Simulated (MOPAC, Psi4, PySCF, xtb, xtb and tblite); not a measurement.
Conformational energy of C9H7NSSe, SMILES C(=Cc1ccc[se]1)c1nccs1, singlet. Scanned: dihedral C1–C2–C3–Se7; all other coordinates were relaxed at GFN2-xTB. Points at φ and −φ are mirror images.

Geometry of the scan point at -135° (Å):
```
19

C     -0.8486    -0.0264     0.1896
C     -0.9695    -0.2350     1.5120
C      0.1240    -0.1345     2.4393
C      1.1620     0.7589     2.4201
C      2.1598     0.5448     3.3932
C      1.9580    -0.5398     4.1873
Se     0.3930    -1.4397     3.7724
C     -1.9125    -0.1739    -0.7494
N     -1.7952     0.0273    -2.0215
C     -2.9430    -0.1911    -2.6874
C     -4.0001    -0.5762    -1.9207
S     -3.5415    -0.6739    -0.2697
H      0.0915     0.2920    -0.2381
H     -1.9096    -0.6081     1.9045
H      1.1887     1.5872     1.7326
H      3.0162     1.1900     3.4952
H      2.6016    -0.8877     4.9751
H     -2.9629    -0.0540    -3.7535
H     -5.0020    -0.8044    -2.2221
```

- GFN2-xTB (xtb and tblite)
- PBE/def2-SVP // GFN2-xTB (Psi4)
- PBE-D3(BJ)/def2-SVP // GFN2-xTB (Psi4)
- PM3, restricted, heats of formation // GFN2-xTB (MOPAC)
- GFN1-xTB // GFN2-xTB (xtb)
- RKS-B3LYP/6-31G* = PySCF with restricted B3LYP/6-31G*, spherical d, density fitting // GFN2-xTB
- RHF/LANL2DZ = restricted Hartree-Fock/LANL2DZ, with its core potentials past Ne // GFN2-xTB in PySCF

Least-squares fit of E(φ) = a0 + Σ (a_n cos nφ + b_n sin nφ), n = 1 to 4, to the 24 scan points, in kcal/mol above the lowest point of each profile (levels whose profile four harmonics don't fit are not listed):

```csv
method,a0,a1,b1,a2,b2,a3,b3,a4,b4,rms of fit
GFN2-xTB,3.62,-0.44,0.00,-3.40,0.00,-0.13,0.00,0.39,0.00,0.04
PBE/def2-SVP,3.77,-0.39,0.00,-3.58,0.00,-0.19,0.00,0.43,0.00,0.04
PBE-D3(BJ)/def2-SVP,3.84,-0.42,0.00,-3.62,0.00,-0.20,0.00,0.45,0.00,0.05
PM3,1.46,-0.21,0.00,-1.06,0.00,-0.11,0.00,-0.15,0.00,0.09
GFN1-xTB,3.30,-0.30,0.00,-3.09,0.00,-0.22,0.00,0.32,0.00,0.03
RKS-B3LYP/6-31G*,3.18,-0.36,0.00,-2.89,0.00,-0.28,0.00,0.36,0.00,0.03
RHF/LANL2DZ,2.48,-0.45,0.00,-1.72,0.00,-0.41,0.00,0.06,0.00,0.05
```
